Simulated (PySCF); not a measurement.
Working out the ionisation energy of Rb+

Rb+ [Kr] (1S) → Rb(2+) [Ar] 3d10 4s2 4p5 (2P). Calculation: PySCF 2.14, in aug-cc-pVDZ-X2C (7s6p4d, 45 functions); scalar relativity by spin-free X2C-1e. Frozen: [Ar] 3d10 4s2. Energies in hartree (1 hartree = 27.21139 eV):

```json
{"part": "UHF", "Rb+ (lower)": "-2979.003098", "Rb(2+) (upper)": "-2978.001722"}
{"part": "CCSD correlation", "Rb+ (lower)": "-0.009595", "Rb(2+) (upper)": "-0.004827"}
{"part": "(T)", "Rb+ (lower)": "-0.000048", "Rb(2+) (upper)": "-0.000008"}
```

What does Hartree-Fock give?

(-2978.001722) − (-2979.003098) = 1.001376 hartree = 27.249 eV.

What do CCSD and CCSD(T) give?

The CCSD correlation energies differ by 0.004768 hartree = 0.130 eV and the triples by 0.000040 hartree = 0.001 eV, so CCSD gives 27.379 eV and CCSD(T) 27.380 eV.

Reference: 27.290 eV (measured; NIST Atomic Spectra Database, ionization energies), between the lowest levels; spin-orbit coupling is absent from the calculation.

A double-zeta basis recovers only part of the correlation energy.

What remains against the reference includes basis incompleteness, the frozen core and higher excitations.
